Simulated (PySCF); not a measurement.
This PySCF input asks for the NMR shieldings of C$_{6}$H$_{8}$BClN$_{2}$; the geometry comes from GFN2-xTB.

```python
import basis_set_exchange as bse
import numpy as np
from pyscf import gto, dft
from pyscf.prop import nmr

atoms = """
N    -4.396362   -0.564677    0.839151
C    -3.838429    0.234876    0.243078
C    -3.123882    1.244866   -0.494122
C    -1.652119    1.327091   -0.023958
C    -1.033003    2.455125   -0.679750
N    -0.571125    3.342082   -1.233620
B    -0.715375    0.063484   -0.289031
C    -1.215998   -1.146702   -1.159237
C    -0.265638   -2.336433   -1.240833
Cl   -0.020426   -3.038792    0.383711
H    -3.628549    2.204246   -0.336111
H    -3.172798    1.005994   -1.560053
H    -1.640009    1.554815    1.050651
H     0.369013    0.099961    0.145981
H    -1.401235   -0.803587   -2.184555
H    -2.185533   -1.504751   -0.797124
H     0.717006   -2.039277   -1.605900
H    -0.665469   -3.135712   -1.865260
"""
names = dict.fromkeys(["N", "C", "B", "Cl", "H"], "pcSseg-1")
basis = {el: gto.basis.parse(bse.get_basis(n, elements=[el], fmt="nwchem")) for el, n in names.items()}
mol = gto.M(atom=atoms, basis=basis, charge=0, verbose=0)
mf = dft.RKS(mol, xc="PBE0")
mf.grids.level = 2
mf.grids.alignment = dft.numint.BLKSIZE   # the property module wants whole blocks of grid points
mf.conv_tol = 1e-9
mf.kernel()

calc = nmr.RKS(mf)   # GIAO
C = mf.mo_coeff
Co = C[:, mf.mo_occ > 0]
resp = mf.gen_response(singlet=True, hermi=2)
def vind(x):   # induced exchange potential for any number of trial vectors
    d = np.einsum("pi,xij,qj->xpq", C, 2 * x.reshape(-1, C.shape[1], Co.shape[1]), Co, optimize=True)
    return np.einsum("xpq,pi,qj->xij", resp(d - d.transpose(0, 2, 1)), C, Co, optimize=True).ravel()
mo1, _ = nmr.rhf.solve_mo1(calc, with_cphf=vind)
sigma = calc.kernel(mo1)
for i, s in enumerate(sigma):   # ppm
    print("%2d %-2s %9.2f" % (i, mol.atom_pure_symbol(i), np.trace(s) / 3))
```

Question: Give the expected output.

Answer: 
```
 0 N     -38.74
 1 C      63.91
 2 C     168.55
 3 C     160.42
 4 C      67.69
 5 N     -40.62
 6 B      13.92
 7 C     151.95
 8 C     137.88
 9 Cl    825.73
10 H      28.85
11 H      29.08
12 H      28.67
13 H      23.96
14 H      30.12
15 H      28.87
16 H      27.67
17 H      27.72
```

These numbers come from an equivalent density-fitted implementation of the same equations, which agrees with the script to about 0.01 ppm for H and up to a few tenths of a ppm for heavy atoms, so last digits may differ.

Size and cost of the density-fitted run: 217 basis functions, 82 s wall time on 1 thread of an Arm Neoverse N1, shared host; peak memory 0.88 GiB.
